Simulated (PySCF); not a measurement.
Run record: geometry optimisation, `CC(C)(C(C)(C)C)C` (tetramethylbutane).

Method: PBE0-D3(BJ)/def2-SVP geometry optimisation, gas phase (PySCF 2.14.0). Start geometry: GFN2-xTB. The command runs a driver script over a list of jobs; the input below is this job's line of settings and its coordinates in Å.

Command:
```bash
OMP_NUM_THREADS=1 python probes_run.py task.json out
```

Input:
```
{"job": {"xc": "PBE0", "basis": "def2-SVP", "d3": "d3bj", "grid": 1, "shake": 0.01, "kind": "geom"}, "charge": 0, "multiplicity": 1}
C     -1.162040    -1.285580    -0.920140
C     -0.777520    -0.015680    -0.134100
C     -1.587810    -0.017580     1.172170
C     -1.185570     1.218020    -0.942150
C      0.767090     0.006200     0.122880
C      1.233020     1.403750     0.597040
C      1.175870    -0.997780     1.220380
C      1.576060    -0.333370    -1.139580
H     -0.823000    -1.208430    -1.928220
H     -0.807770    -2.171150    -0.452940
H     -2.277050    -1.331990    -0.947670
H     -2.619520     0.122990     0.970840
H     -1.286000     0.801000     1.830930
H     -1.473040    -0.955920     1.714540
H     -2.261070     1.081660    -1.241800
H     -0.622950     1.356770    -1.830680
H     -1.149470     2.134030    -0.347270
H      2.265990     1.348200     0.926560
H      0.647490     1.751060     1.442310
H      1.151400     2.133460    -0.199800
H      0.761350    -1.987650     0.998560
H      0.815580    -0.702540     2.187170
H      2.258180    -1.055750     1.248040
H      1.432880    -1.382210    -1.403730
H      1.269780     0.258930    -1.976730
H      2.609920    -0.145860    -0.963310
```

Output:
```
step   0  E = -315.09530777  max force = 0.038263
step   1  E = -315.10394904  max force = 0.007388
step   2  E = -315.10420320  max force = 0.001398
step   3  E = -315.10422699  max force = 0.000413
step   4  E = -315.10423952  max force = 0.000621
step   5  E = -315.10425714  max force = 0.000619
step   6  E = -315.10426786  max force = 0.000279
optimisation converged
```

Energies in Eh; «max force» is the largest Cartesian gradient component in Eh/bohr.

Question: Give the first gradient maximum in eV/Å.

Answer: With 1 Eh/bohr = 51.422 eV/Å, 1.968 eV/Å.

In short: final energy -315.10427 Eh after 6 steps; dipole 0.00 D.

Time: 3.0 min of wall time; peak memory 0.86 GiB. Hardware: an Intel Xeon Platinum 8488C with one thread, on a shared host.
Labels such as C1 count atoms from 1, the log's own numbers from 0.
